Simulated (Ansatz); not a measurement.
CH2O, triplet, at a GFN2-xTB geometry (a higher spin typed on purpose: for a closed-shell molecule this is an excited state); MP2/6-311G** (Ansatz, a quantum-chemistry and plane-wave program).

Here is a job for Ansatz.
Ansatz 0.2 input:
```yaml
crystal:
  periodic: [false, false, false]
  atoms:
    - {symbol: C, position_ang: [-0.53139059, 0.09875113, 0.20377579]}
    - {symbol: O, position_ang: [0.67582481, -0.13093537, -0.13337683]}
    - {symbol: H, position_ang: [-1.28481427, -0.64171074, -0.11474272]}
    - {symbol: H, position_ang: [-0.93344069, 1.09668689, -0.04089743]}
basis:
  gaussian:
    orbitals: 6-311G__.json
magnetization: {spin_polarized: true, initial_magnetization: 2}
correlation: {method: mp2}
```
The basis file holds 6-311G** in the JSON format of the Basis Set Exchange.

Problem. What does Ansatz print? Leave out banner, timings and long lists.

Solution. 
```
Functional definition: HF
388 factors; integrals over basis functions are off by at most 1.2e-3 eV
mean field evaluation 1: about -3095.2064 eV, gradient 1.4e1 eV
mean field evaluation 2: about -3095.2099 eV, gradient 1.4e1 eV
mean field evaluation 4: about -3096.9161 eV, gradient 3.6e0 eV
mean field evaluation 8: about -3097.2441 eV, gradient 1.7e-1 eV
mean field evaluation 16: about -3097.2357 eV, gradient 5.7e-1 eV
mean field evaluation 32: about -3096.5136 eV, gradient 2.5e0 eV
mean field -3097.24445751 eV, -113.8216344258 hartree, gradient 2.4e-6 eV, S^2 2.014451; 5 other end points of the search recorded, 0 dependent functions left out
2 core orbitals not correlated
reference -3097.24445751 eV, -113.8216344258 hartree; 7, 5 occupied and 39, 41 virtual orbitals, 388 factors
second order -7.68958486 eV of doubles, -0.00000000 eV of singles
Total energy: -3104.93404237 eV, -114.1042214574 hartree
```
